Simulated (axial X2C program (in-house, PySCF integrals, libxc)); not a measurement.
## AlGa: from the spin-free to the two-component result

All values were computed with an axial X2C code built on PySCF integrals. Spin-free means the one-electron spin-free X2C Hamiltonian; two-component (2c) means X2C with spin–orbit coupling and atomic mean-field two-electron Coulomb terms, the Gaunt term switched off, so the difference of the two also holds small scalar two-electron terms. Basis: Ga dyall-v3z [9s9p7d1f], Al dyall-v3z [8s8p2d1f] (cores contracted in-house); Gaussian nuclei, density fitting, unrestricted open shells. Masses: Ga 68.926 u, Al 26.982 u.

Spin-free state: M_S = 1, Λ = 0 (beyond evenly filled blocks: π+α, π-α); fragments Ga + Al.

| level | Re (Å) | ωe (cm⁻¹) | De (eV) | μ (D) |
| --- | --- | --- | --- | --- |
| PBE0 | 2.451 | 285.7 | 1.410 | 0.02 |
| TPSSh | 2.443 | 286.7 | 1.431 | -0.05 |

Dipoles are positive if Al is the positive end.

Two-component determinant lowest at the distance of the search:

Ω = 1 (⟨Sz⟩ = 1.00, ⟨Lz⟩ = 0.00 at PBE0); fragments Ga + Al.

| level | Re (Å) | ωe (cm⁻¹) | μ (D) |
| --- | --- | --- | --- |
| PBE0 | 2.451 | 284.8 | 0.03 |
| TPSSh | 2.443 | 286.5 | -0.05 |

From the two tables, how do the constants change at the PBE0 level (2c against spin-free)?

At the PBE0 level Re is unchanged within 0.001 Å and ωe decreases by 0.9 cm⁻¹.

Dissociation energies refer to the lowest single-determinant-based atoms at the same level and basis. De is not given where an atomic determinant may have missed its ground term or J level, or where the truncated virtual space spoils (T). Density functionals use the spin component along the axis (collinear). The functionals have no current-density term, which raises determinants with orbital currents, atoms included. The state is one determinant with fixed occupations, lowest in a PBE0 search at one distance only: followed along the bond, the spin-free determinant M_S = 1, Λ = 1 reaches 0.03 eV lower at PBE0, at Re = 2.710 Å, so the state shown is not the lowest. With several unpaired electrons one determinant need not be a pure state. Open-shell Ω = 0 determinants with evenly filled partner blocks cannot be reached by this program, so the Ω shown need not be the lowest component. This is the Ω = 1 component of a π² triplet; the 0⁺ component is not one determinant and can lie lowest. Some points did not converge and are left out.
